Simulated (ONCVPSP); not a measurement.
thulium (Tm): ONCV pseudisation with PBEsol, scalar-relativistic reference atom.

The input file (ONCVPSP 4.0.1):

```
# ATOM AND REFERENCE CONFIGURATION
# atsym  z   nc   nv     iexc    psfile
  Tm 69.00   10    5  -116133      upf
#
#   n    l    f
    1    0    2.00
    2    0    2.00
    2    1    6.00
    3    0    2.00
    3    1    6.00
    3    2   10.00
    4    0    2.00
    4    1    6.00
    4    2   10.00
    4    3   12.00
    5    0    2.00
    5    1    6.00
    5    2    1.00
    6    0    1.75
    6    1    0.25
#
# PSEUDOPOTENTIAL AND OPTIMIZATION
# lmax
    2
#
#   l,   rc,      ep,       ncon, nbas, qcut
    0    1.80    0.00    4    7    8.40
    1    2.80    0.00    4    9    4.60
    2    2.00    0.00    4    7    4.30
#
# LOCAL POTENTIAL
# lloc, lpopt,  rc(5),   dvloc0
    4    3    1.75    0.00
#
# VANDERBILT-KLEINMAN-BYLANDER PROJECTORs
# l, nproj, debl
    0    2    3.10
    1    2    3.60
    2    2    2.10
#
# MODEL CORE CHARGE
# icmod, fcfact, rcfact
    0    0.00    0.00
#
# LOG DERIVATIVE ANALYSIS
# epsh1, epsh2, depsh
   -4.00    5.00    0.02
#
# OUTPUT GRID
# rlmax, drl
    6.00    0.01
#
# TEST CONFIGURATIONS
# ncnf
    4
# nvcnf
#   n    l    f
    5
    5    0    2.00
    5    1    6.00
    5    2    1.00
    6    0    2.00
    6    1    0.00
#
    5
    5    0    2.00
    5    1    6.00
    5    2    1.00
    6    0    1.00
    6    1    0.00
#
    5
    5    0    2.00
    5    1    6.00
    5    2    1.00
    6    0    0.00
    6    1    0.00
#
    5
    5    0    2.00
    5    1    6.00
    5    2    0.00
    6    0    0.00
    6    1    0.00
#
```

Command:

```bash
oncvpsp.x < Tm.dat > Tm.out
```

Output (shortened: citation, most of the input echo, consistency checks and plot data are left out):

```
ONCVPSP  (Optimized Norm-Conservinng Vanderbilt PSeudopotential)
scalar-relativistic version 4.0.1

#   n    l    f        energy (Ha)
    1    0    2.00    -2.1783447E+03
    2    0    2.00    -3.6776559E+02
    2    1    6.00    -3.2476127E+02
    3    0    2.00    -8.2888319E+01
    3    1    6.00    -6.9869257E+01
    3    2   10.00    -5.3794237E+01
    4    0    2.00    -1.6553787E+01
    4    1    6.00    -1.2271125E+01
    4    2   10.00    -6.5858471E+00
    4    3   12.00    -3.6617098E-01
    5    0    2.00    -2.1336619E+00
    5    1    6.00    -1.1308668E+00
    5    2    1.00    -8.3662726E-02
    6    0    1.75    -1.7380383E-01
    6    1    0.25    -5.4728992E-02

Reference configufation results
  iterations    37
  all-electron total energy (Ha)   -1.35629799D+04

Begin loop to  construct optimized pseudo wave functions
and semi-local pseudopoentials for all angular momenta

Calculating optimized projector #   1

 for l=   0

    Fraction of norm inside rc  0.915628
    Optimizing pswf for qcut=   8.41 a_B^-1,  ecut=  35.34 Ha
    Residual kinetic energy error=  1.14D-07 Ha

    Energy error per electron        Cutoff
         Ha          eV             Ha
         0.01000     0.27211       16.31
         0.00100     0.02721       21.21
         0.00010     0.00272       25.39
         0.00001     0.00027       28.72

Calculating optimized projector #   2

 for l=   0

    Fraction of norm inside rc  0.044419
    Optimizing pswf for qcut=   8.41 a_B^-1,  ecut=  35.34 Ha
    Residual kinetic energy error=  1.59D-08 Ha

    Energy error per electron        Cutoff
         Ha          eV             Ha
         0.01000     0.27211       12.19
         0.00100     0.02721       18.35
         0.00010     0.00272       23.13
         0.00001     0.00027       27.21

Calculating optimized projector #   1

 for l=   1

    Fraction of norm inside rc  0.983239
    Optimizing pswf for qcut=   4.59 a_B^-1,  ecut=  10.56 Ha
    Residual kinetic energy error=  4.68D-06 Ha

    Energy error per electron        Cutoff
         Ha          eV             Ha
         0.01000     0.27211        6.13
         0.00100     0.02721        7.76
         0.00010     0.00272        8.97
         0.00001     0.00027       10.12

Calculating optimized projector #   2

 for l=   1

    Fraction of norm inside rc  0.066742
    Optimizing pswf for qcut=   4.59 a_B^-1,  ecut=  10.56 Ha
    Residual kinetic energy error=  9.89D-07 Ha

    Energy error per electron        Cutoff
         Ha          eV             Ha
         0.01000     0.27211        4.12
         0.00100     0.02721        6.31
         0.00010     0.00272        8.10
         0.00001     0.00027        9.32

   Wellstate for l =  2  n =  7
     eigenvalue =   2.0163
     asymptotic potential =   2.5163
     half-point radius =  4.1414

Calculating optimized projector #   1

 for l=   2

    Fraction of norm inside rc  0.329146
    Optimizing pswf for qcut=   4.30 a_B^-1,  ecut=   9.23 Ha
    Residual kinetic energy error=  1.52D-03 Ha

    Energy error per electron        Cutoff
         Ha          eV             Ha
         0.01000     0.27211        6.94
         0.00100     0.02721        9.78
         0.00010     0.00272       30.74
         0.00001     0.00027       41.07

Calculating optimized projector #   2

 for l=   2

    Fraction of norm inside rc  0.119133
    Optimizing pswf for qcut=   4.30 a_B^-1,  ecut=   9.23 Ha
    Residual kinetic energy error=  7.92D-03 Ha

    Energy error per electron        Cutoff
         Ha          eV             Ha
         0.01000     0.27211        8.86
         0.00100     0.02721       11.79
         0.00010     0.00272       21.37
         0.00001     0.00027       37.74

Construct Vanderbilt / Kleinmman-Bylander projectors

B matrix Hermiticity error, ll=   0
   1   2    1.9276E-04

  Orthonormal projector coefficients  1.0987E+01 -2.1997E-01

B matrix Hermiticity error, ll=   1
   1   2    5.6734E-05

  Orthonormal projector coefficients  1.3124E+00 -1.7247E-01

B matrix Hermiticity error, ll=   2
   1   2   -1.3593E-04

  Orthonormal projector coefficients  1.1750E+00  6.4905E-01

Pseudoatom total energy  -40.063288

Diagnostic tests using Vanderbilt-Kleinman-Bylander pseudopotentials
  1 or more projectors used as specified by nproj input data

   l    rcore       rmatch      e in        delta e   norm test  slope test

   0   1.8035445   1.8583040  -2.1336619  -0.0000019   1.0001808   1.0001777
   0   1.8035445   1.8583040  -0.1738038   0.0000026   1.0000343   1.0000319

   1   2.8078729   2.8931260  -1.1308668  -0.0000004   1.0001222   1.0001159
   1   2.8078729   2.8931260  -0.0547290   0.0000004   1.0000111   1.0000105

   2   2.0085864   2.0695715  -0.0836627   0.0000028   1.0000394   1.0000751
   2   2.0085864   2.0695715   2.0163373   0.0000261   1.0002268   1.0002268

 Testing for bound ghosts
   n   l    E NL Schr. Eq   E Basis Diag.   E Cutoff

   1   0       -2.133664       -2.133662     58.40
   2   0       -0.173801       -0.108528     58.40

   2   1       -1.130867       -1.130867     50.49
   3   1       -0.054729       -0.035673     50.49

   3   2       -0.083660       -0.069683     63.72

 Testing for highly-localized positive-energy ghosts
       l    <radius>/rc     E Basis Diag.   E Cutoff

Test configuration 0

   n   l     f        eae           eps        diff
   1   0  2.0000-2178.34466641
   2   0  2.0000 -367.76559162
   2   1  6.0000 -324.76127433
   3   0  2.0000  -82.88831895
   3   1  6.0000  -69.86925659
   3   2 10.0000  -53.79423680
   4   0  2.0000  -16.55378676
   4   1  6.0000  -12.27112486
   4   2 10.0000   -6.58584706
   4   3 12.0000   -0.36617098
   5   0  2.0000   -2.13366192   -2.13366379   -1.87D-06
   5   1  6.0000   -1.13086680   -1.13086720   -4.03D-07
   5   2  1.0000   -0.08366273   -0.08365989    2.84D-06
   6   0  1.7500   -0.17380383   -0.17380125    2.57D-06
   6   1  0.2500   -0.05472899   -0.05472855    4.42D-07

    Total energies and differences
      AE_ref= -1.35629799D+04  AE_tst= -1.35629799D+04  dif=  0.00D+00
      PS_ref= -4.00632879D+01  PS_tst= -4.00632879D+01  dif= -9.95D-14
      PSP excitation error=  9.95D-14

Test configuration 1

   n   l     f        eae           eps        diff
   1   0  2.0000-2178.33104028
   2   0  2.0000 -367.75211031
   2   1  6.0000 -324.74779153
   3   0  2.0000  -82.87487686
   3   1  6.0000  -69.85581443
   3   2 10.0000  -53.78079451
   4   0  2.0000  -16.54030447
   4   1  6.0000  -12.25763645
   4   2 10.0000   -6.57235608
   4   3 12.0000   -0.35267784
   5   0  2.0000   -2.12002512   -2.11972912    2.96D-04
   5   1  6.0000   -1.11732926   -1.11709016    2.39D-04
   5   2  1.0000   -0.07326079   -0.07322208    3.87D-05
   6   0  2.0000   -0.16576844   -0.16577880   -1.04D-05

    Total energies and differences
      AE_ref= -1.35629799D+04  AE_tst= -1.35630094D+04  dif= -2.96D-02
      PS_ref= -4.00632879D+01  PS_tst= -4.00928599D+01  dif= -2.96D-02
      PSP excitation error=  8.68D-06

Test configuration 2

   n   l     f        eae           eps        diff
   1   0  2.0000-2178.57650309
   2   0  2.0000 -367.99628513
   2   1  6.0000 -324.99204110
   3   0  2.0000  -83.11868078
   3   1  6.0000  -70.09962686
   3   2 10.0000  -54.02459005
   4   0  2.0000  -16.78423107
   4   1  6.0000  -12.50158915
   4   2 10.0000   -6.81629347
   4   3 12.0000   -0.59653359
   5   0  2.0000   -2.36423404   -2.36557661   -1.34D-03
   5   1  6.0000   -1.36141425   -1.36253627   -1.12D-03
   5   2  1.0000   -0.29663246   -0.29684782   -2.15D-04
   6   0  1.0000   -0.36575971   -0.36563084    1.29D-04

    Total energies and differences
      AE_ref= -1.35629799D+04  AE_tst= -1.35627458D+04  dif=  2.34D-01
      PS_ref= -4.00632879D+01  PS_tst= -3.98291498D+01  dif=  2.34D-01
      PSP excitation error= -3.71D-05

Test configuration 3

   n   l     f        eae           eps        diff
   1   0  2.0000-2178.86594374
   2   0  2.0000 -368.28379259
   2   1  6.0000 -325.27967743
   3   0  2.0000  -83.40518074
   3   1  6.0000  -70.38614526
   3   2 10.0000  -54.31114679
   4   0  2.0000  -17.07105479
   4   1  6.0000  -12.78851136
   4   2 10.0000   -7.10328274
   4   3 12.0000   -0.88333585
   5   0  2.0000   -2.65178983   -2.65630342   -4.51D-03
   5   1  6.0000   -1.64739042   -1.65091928   -3.53D-03
   5   2  1.0000   -0.55405835   -0.55442899   -3.71D-04

    Total energies and differences
      AE_ref= -1.35629799D+04  AE_tst= -1.35622725D+04  dif=  7.07D-01
      PS_ref= -4.00632879D+01  PS_tst= -3.93564551D+01  dif=  7.07D-01
      PSP excitation error=  4.91D-04

Test configuration 4

psatom: WARNING lschvkbb convergence error n,l,iter=   3   1   3
ea(ii),et,emin,emax -5.472855E-02 -6.020140E-02 -6.020140E-02 -6.020140E-02
run_config: WARNING for fully non-local PS atom, stg. 1
 WARNING no output for configuration 5
```

The run took about 6.7 s on one core of a shared server CPU.
